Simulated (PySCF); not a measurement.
Where the electron goes

Compound: C3H5FSi.
Geometry (GFN2-xTB, Å), atoms numbered from 1 in this order:
```xyz
10
C3H5FSi angstrom
C     -2.233   -0.118   -0.238
C     -0.799   -0.017   -0.099
C      0.398    0.065    0.020
Si     2.224    0.193    0.197
F      2.743   -1.159    0.906
H     -2.677    0.877   -0.255
H     -2.650   -0.679    0.599
H     -2.483   -0.632   -1.166
H      2.598    1.262    1.113
H      2.888    0.213   -1.099
```

Method used: PySCF 2.14.0, density-fitted response routines, TDDFT CAM-B3LYP/def2-SVPD, vertical, gas phase, core orbitals frozen in the response.

Frontier orbitals with the atoms that hold most of them (Löwdin shares over 4%, at most four atoms; ? is withheld):

```
orbital  ε (eV)                             atoms
 LUMO+2    1.35    C2 25%, C3 25%, Si4 22%, C1 9%
 LUMO+1    1.13   C1 30%, C2 20%, Si4 13%, C3 10%
   LUMO    0.50    Si4 33%, C3 19%, C2 16%, H9 8%
   HOMO       ?                                 ?
 HOMO-1   -9.48                                 ?
 HOMO-2  -11.39  Si4 30%, F5 21%, H9 19%, H10 19%
 HOMO-3  -12.02  F5 29%, Si4 26%, C3 20%, H10 10%
```

Give the leading atoms of the HOMO.

C3 (bonded to C and Si) 39%; C2 (bonded to 2 C) 36%; C1 (bonded to C and 3 H) 8%; Si4 (bonded to C, F and 2 H) 7%. By element: carbon 83%, silicon 7%.

Give the leading atoms of the HOMO-1.

C3 (bonded to C and Si) 42%; C2 (bonded to 2 C) 38%; C1 (bonded to C and 3 H) 8%; Si4 (bonded to C, F and 2 H) 4%. By element: carbon 88%, silicon 4%.

What is the HOMO energy, and the HOMO–LUMO gap?

ε(HOMO) = -9.33 eV; the gap is 9.83 eV (0.3611 hartree).

How does S1 compare with the orbital gap of 9.83 eV?

S1 is at 5.75 eV (f = 0.0005), 4.08 eV below the gap, made of HOMO→LUMO (85%). Without the coupling terms of the response equations the lowest excitation would equal the gap.

Give energy, strength and leading configuration of S1, S4, S5 and S6, and follow the Löwdin shares of the leading atoms from the occupied to the empty orbital.

- S1 (5.75 eV, f 0.0005), HOMO→LUMO (85%): C3 39% → 19%, C2 36% → 16%, Si4 7% → 33%
- S4 (7.42 eV, f 0.0058), HOMO→LUMO+1 (94%): C3 39% → 10%, C2 36% → 20%, C1 8% → 30%
- S5 (7.55 eV, f 0.016), HOMO-1→LUMO+1 (94%): C3 42% → 10%, C2 38% → 20%, C1 8% → 30%
- S6 (8.10 eV, f 0.013), HOMO-2→LUMO (78%): Si4 30% → 33%, F5 21% → at most 9%, C3 at most 11% → 19%

Löwdin shares depend on the basis, the more so with diffuse functions.
